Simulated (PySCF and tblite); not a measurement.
Values are calculated unless marked as measured or tabulated.
C5H7NSi, numbered as in [N:1]#[C:2]/[CH:3]=[CH:4]/[CH:5]=[CH:6]\[SiH3:7].

Search: ETKDG and KDG, MMFF94s, GFN2-xTB, 60 starts; geometries at GFN2-xTB. Free energies are PBE0-D3(BJ)/pcSseg-1 single points with GFN2-xTB rigid-rotor and vibrational terms (modes under about 100 cm⁻¹ blended into free rotors). Symmetry numbers and mirror images are counted. Conformers within 2.5 kcal/mol (GFN2-xTB free energy) were kept, 6 at most. Codes: tblite and PySCF.

Torsions listed: C3–C4–C5–C6. Of a mirror pair one member is shown.

| conformer | shape | symmetry | dipole D |
| --- | --- | --- | --- |
| 1 | 33° | C1 (pair) | 4.41 |
| 2 | 180° | Cs | 4.47 |

**Question.** Which of these conformers is the most populated at 298.15 K, and with what share?

**Answer.** Conformer 2, about 99 %.

**Question.** Give the DFT energies and free energies relative to the lowest, and all weights.

**Answer.** 
| conformer | shape | E(DFT) kcal/mol | G(298.15 K) kcal/mol | weight % |
| --- | --- | --- | --- | --- |
| 1 | 33° | 2.84 | 2.79 | 0.9 |
| 2 | 180° | 0.00 | 0.00 | 99.1 |

**Question.** How does its share change from 250 K to 350 K?

**Answer.** From 100 % to 98 %; the mixing entropy goes from 0.05 to 0.21 cal/(mol K).
